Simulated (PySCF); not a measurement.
C5H7F, SMILES CC1=C(F)CC1.

The structure is a stationary point at PBE0-D3(BJ)/def2-SVP. The structure was generated by enumeration, and PubChem lists no compound with its InChIKey, so it may never have been made.

These are ωB97X/def2-TZVP run with PySCF values and carry that method's errors.

Isolated molecule, no solvent.

```
Property                                                                                                       Result
---------------------------------------------------------------------------------------------  ----------------------
total energy                                                                                       -294.57720 hartree
point group                                                                                                        Cs
highest occupied level                                                                                       -8.96 eV
lowest empty level                                                                                            3.18 eV
orbital gap                                                                                                  12.14 eV
dipole moment                                                                                                  1.50 D
quadrupole, principal values (traceless, Buckingham form, about the centre of nuclear charge)   -3.73, 0.31, 3.42 D·Å
mean static polarisability                                                                       57.7 bohr³ (8.56 Å³)
polarisability, principal values                                                               45.5, 57.9, 69.8 bohr³
```
